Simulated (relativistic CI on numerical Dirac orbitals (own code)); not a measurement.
L2,3 absorption of copper in several valence states

Computed multiplet spectra 2p⁶3dⁿ → 2p⁵3dⁿ⁺¹ (Dirac-Coulomb-Breit ions, Slater integrals scaled by 0.8, an assumed crystal field that grows with the charge, no charge transfer; 300 K; Lorentzian 0.4 eV and Gaussian 0.3 eV FWHM at both edges, so that L2 comes out sharper than in experiment). Peaks over 5 % are given in eV from the highest peak in the L3 region of each spectrum (height, largest 100). S of the lowest state is read from ⟨S²⟩, and the branching ratio is the share of L3, cut at the minimum between the edges.

Field parameters in Wybourne normalisation: Oh B⁴₀ = 21Dq, B⁴₄ = √(5/14) B⁴₀. The field is a parameter set, without covalency.

- Cu2+ (d9, Oh, 10Dq = 9450 cm⁻¹): S = 0.50, branching ratio 0.75; peaks 0.0 (100), 20.2 (33)
- Cu3+ (d8, Oh, 10Dq = 12200 cm⁻¹): S = 1.00, branching ratio 0.75; peaks 0.0 (100), 1.2 (12), 2.5 (25), 3.6 (6), 20.4 (24), 21.7 (27)

What spin state follows for Cu4+ in Oh, 10Dq = 14950 cm⁻¹, and does its branching ratio lie nearer 2/3 or nearer 0.8?

Cu4+ (d7, Oh, 10Dq = 14950 cm⁻¹): S = 1.50, high spin, branching ratio 0.83; peaks -4.3 (60), -2.7 (74), -2.4 (75), -1.5 (82), 0.0 (100), 2.6 (10), 3.3 (7), 18.8 (21), 19.9 (25). High-spin states, above all those with an unquenched orbital moment, raise the ratio above the statistical 2/3; low spin and nearly empty shells keep it near or below 2/3.

The centroid of the whole edge, which also moves with the branching ratio, lies at 936.8 (Cu2+), 940.4 (Cu3+), 941.6 (Cu4+) eV in this ionic model, in steps of 1.2 to 3.6 eV. Compounds show about 1 to 2 eV a unit and lower energies for the high valences, since ligands screen the charge. The multiplet shape follows the d count and the spin state, and so serves as a fingerprint of valence. Real compounds of Cu4+ are mostly low spin, since covalency shrinks the Slater integrals more than this scale does.
